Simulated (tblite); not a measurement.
C7H8NO (doublet state).
Geometry (GFN2-xTB, Å), atoms numbered from 1 in this order:
```
atom  x, y, z in Å
C1    -3.3441    0.8664    0.3401
C2    -2.2714    0.0995    0.3740
C3    -1.6361   -0.5184   -0.8422
N4    -0.2416   -0.1693   -0.9461
C5     0.7460   -0.9160   -0.3921
C6     2.0043   -0.4489   -0.2112
C7     3.1440   -0.0234   -0.0331
C8     4.4337    0.4673    0.1771
O9     4.8153    1.6053   -0.0480
H10   -3.7652    1.2950    1.2328
H11   -3.8556    1.0866   -0.5827
H12   -1.7646   -0.1105    1.3067
H13   -1.7073   -1.6095   -0.7822
H14   -2.1538   -0.1841   -1.7460
H15   -0.0322    0.8080   -1.0963
H16    0.4972   -1.9378   -0.1422
H17    5.1245   -0.2980    0.5899
```

Structure optimised with GFN2-xTB, isolated species. This method treats the open shell by occupation alone, without spin polarisation.

Masses are those of the commonest isotopes; rigid-rotor values at the optimised geometry. The values belong to one conformer with, in the numbering `[CH2:1]=[CH:2][CH2:3][NH:4][CH:5][C:6]#[C:7][CH:8]=[O:9]`, C1–C2–C3–N4 125°, C2–C3–N4–C5 90°, C3–N4–C5–C6 -164°.

Q: What are A, B and C (cm⁻¹)?

A: Ia = 101.45, Ib = 1019.46, Ic = 1075.10 u·Å²; 505379 MHz·u·Å²/I gives 4982, 495.7 and 470.1 MHz, that is A = 0.16617, B = 0.01654, C = 0.01568 cm⁻¹.

Q: Classify the top.

A: A near-prolate asymmetric top: κ = (2 × 495.7 − 4982 − 470.1)/(4982 − 470.1) = -0.99.

Q: What does the inertial defect say?

A: Not planar: Δ = Ic − Ia − Ib = -45.81 u·Å². For a rigid frame Δ = −2 Σ m c², so Σ m c² = 22.90 u·Å² lies off the ab plane: 8.11 from hydrogen and 14.79 from heavier atoms. The atom farthest from that plane is 1.42 Å away.

Q: Give the other two planar moments, Paa and Pbb, and the rms extents of the mass along the axes.

A: Paa = Σ m a² = (Ib + Ic − Ia)/2 = 996.56 and Pbb = Σ m b² = (Ia + Ic − Ib)/2 = 78.54 u·Å². With the mass M = 122.06 u, the rms extents √(P/M) along a, b and c are 2.86, 0.80, 0.43 Å.

Q: Where do the levels up to J = 5 lie, in MHz?

A: Above 0(0,0):
J = 1: 1(0,1) 966, 1(1,1) 5452, 1(1,0) 5477
J = 2: 2(0,2) 2897, 2(1,2) 7358, 2(1,1) 7435, 2(2,1) 20892, 2(2,0) 20892
J = 3: 3(0,3) 5794, 3(1,3) 10217, 3(1,2) 10370, 3(2,2) 23790, 3(2,1) 23790, 3(3,1) 46283, 3(3,0) 46283
J = 4: 4(0,4) 9656, 4(1,4) 14028, 4(1,3) 14285, 4(2,3) 27653, 4(2,2) 27654, 4(3,2) 50147, 4(3,1) 50147, 4(4,1) 81637, 4(4,0) 81637
J = 5: 5(0,5) 14483, 5(1,5) 18793, 5(1,4) 19177, 5(2,4) 32482, 5(2,3) 32485, 5(3,3) 54976, 5(3,2) 54976, 5(4,2) 86467, 5(4,1) 86467, 5(5,1) 126955, 5(5,0) 126955
Those of J = 1 are B + C, A + C and A + B.

Q: Estimate the classical rotational partition function at 10 K, 25 K and 200 K.

A: Point group C1, symmetry number σ = 1; q = (√π/σ)·√((kT/h)³/(ABC)), k/h = 20836.6 MHz/K: 4950 at 10 K, 19600 at 25 K, 443000 at 200 K.

For this open shell read J as N, the rotation without spin; fine and hyperfine splittings come on top. Its GFN2-xTB frequencies are all real (lowest 34 cm⁻¹). Constants of a rigid frame at the computed geometry: no zero-point averaging, no centrifugal distortion.
